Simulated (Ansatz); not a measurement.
Two isomers of C2H6ClNSi: A = `C/C(Cl)=N\[SiH3]`, B = `C[Si]1(Cl)CN1`.

Computed with Ansatz on PBE0-D4/def2-TZVP structures; ΔE is electronic, products minus reactants. CCSD(T)/CBS adds triple-zeta CCSD(T) − MP2 to the extrapolated MP2 energy (def2 sets, frozen cores). Functionals use def2-TZVPP.

Q: Which is lower in electronic energy at CCSD(T)/CBS, and by how much? (Best estimate.)

A: The calculation gave: B, by 24.8 kcal/mol.

Q: Give E(B) − E(A) in kcal/mol with CCSD/def2-TZVPP, B2PLYP, BLYP-D4, r2SCAN-D4, CCSD(T)/def2-TZVPP, CCSD(T)/def2-SVP, LDA (SPW92). (An estimate is asked.)

A: Computed: CCSD/def2-TZVPP -23.6, B2PLYP -21.6, BLYP-D4 -16.9, r2SCAN-D4 -24.3, CCSD(T)/def2-TZVPP -23.0, CCSD(T)/def2-SVP -14.5, LDA (SPW92) -25.7. None reverses the order clearly.

Q: Does the order hold for the free energy at 298.15 K (harmonic terms from PBE0-D4)? (Best estimate.)

A: Computed: Yes: G(B) − G(A) = -20.1 kcal/mol.

Largest T1 diagnostic: 0.012.

Leaving LDA and LC-ωPBE aside and taking each functional with its dispersion term where it has one, the values, not all of them listed here, spread over 10.3 kcal/mol, from PBE-QIDH to BLYP-D4. LDA lies −2.6 kcal/mol from PBE without D4. From r2SCAN to r2SCAN0 (25 % exact exchange), in def2-TZVPP and without D4, E(B) − E(A) moves by −2.2 kcal/mol.
